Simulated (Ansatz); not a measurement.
Stepwise reaction of `[OH][InH][OH]` with hydrogen fluoride, as a gas-phase model of exchange steps in deposition or etching. ΔE in kJ/mol.

Gas-phase electronic energies from Ansatz, PBE0-D4/def2-TZVP geometries. CCSD(T)/CBS is the MP2 limit (def2-TZVPP, def2-QZVPP) plus CCSD(T) − MP2 in def2-TZVPP, frozen cores. This one scheme is used for every species. Functionals use def2-TZVPP. B3LYP here is the variant with VWN-RPA as its local correlation; programs differ in this. Elements past krypton have def2 core potentials. For In outer-core shells are correlated without core-valence functions, which leaves a few kJ/mol of doubt a bond. Each species was taken in one conformer, which may not be the lowest.

| step | reaction | PBE-D4 | B3LYP-D4 | ωB97M-V | CCSD(T)/CBS |
| --- | --- | --- | --- | --- | --- |
| 1 | `[OH][InH][OH]` + H–F → `[OH][InH][F]` + H₂O | -30.9 | -33.3 | -32.5 | -27.3 |

Q: Give the row of step 2, `[OH][InH][F]` + H–F → `[F][InH][F]` + H₂O. (An estimate is asked.)

A: Ansatz gave: 
```
step                                    reaction  PBE-D4  B3LYP-D4  ωB97M-V  CCSD(T)/CBS
   2  `[OH][InH][F]` + H–F → `[F][InH][F]` + H₂O   -33.9     -36.4    -36.3        -29.8
```

Q: By hand: ΔE of the 2 steps together at CCSD(T)/CBS.

A: (-27.3) + (-29.8) = -57.1 kJ/mol, or -28.6 kJ/mol a step.

In ΔE the steps differ by no more than 2.5 kJ/mol. All are downhill at CCSD(T)/CBS. PBE-D4 differs from CCSD(T)/CBS by -4.1 to -3.6 kJ/mol a step. Isolated molecules leave out the surface, adducts and barriers. Largest T1 diagnostic: 0.017.
